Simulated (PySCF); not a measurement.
Computed IR spectrum (relative IR intensity) of a molecule C3H9NSi2. Coordinates come from a PBE0-D3(BJ)/def2-SVP optimisation. The values are those of a single conformer. Calculation: PySCF 2.14.0 with PBE0-D3(BJ)/def2-SVP. Frequencies are harmonic and unscaled.

Lines under 2 % of the strongest are left out, and lines within 2 cm⁻¹ are merged.

| ν (cm⁻¹) | relative intensity |
|---|---|
| 242 | 4.7 |
| 328 | 9.7 |
| 334 | 2.4 |
| 368 | 2.4 |
| 544 | 10.0 |
| 600 | 20 |
| 643 | 18 |
| 687 | 3.7 |
| 689 | 64 |
| 771 | 12 |
| 812 | 13 |
| 917 | 45 |
| 926 | 22 |
| 938 | 50 |
| 1095 | 24 |
| 1182 | 8.6 |
| 1227 | 12 |
| 1374 | 9.4 |
| 1437 | 7.8 |
| 1445 | 9.4 |
| 1742 | 15 |
| 2218 | 70 |
| 2224 | 17 |
| 2227 | 48 |
| 2234 | 100 |
| 3046 | 8.9 |
| 3060 | 6.9 |
| 3131 | 4.1 |
| 3171 | 4.5 |

**Question.** Which structure fits?
A) CC1=NC[SiH2][SiH2]1
B) NCC#C[SiH2][SiH3]
C) N[Si@H]1CC=C[SiH2]1
D) C#C[Si@@](C)(N)[SiH3]

**Answer.** A, CC1=NC[SiH2][SiH2]1
